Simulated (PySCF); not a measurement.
## Se(2+): excitation energy

Se(2+) [Ar] 3d10 4s2 4p2 (3P) → Se(2+) [Ar] 3d10 4s1 4p3 (5S), as a difference of total energies. Calculation: PySCF 2.14, in aug-cc-pVQZ-PP with ECP10MDF; a scalar-relativistic core potential. Correlated levels: valence: 3s2 3p6 3d10 frozen. The calculations carry no spin-orbit coupling.

```tsv
method	excitation energy (cm⁻¹)
UHF	51080
LDA	74844
PBE0	68471
r2SCAN	64881
LC-wPBE	68590
BLYP	77194
wB97X-V	71275
revPBE	70711
SCS-MP2 (valence)	63863
```

Estimate what PBE gives.

72439 cm⁻¹, closest to wB97X-V among the rows shown.

Estimate what MP2 (valence) gives.

59949 cm⁻¹, closest to SCS-MP2 (valence) among the rows shown.
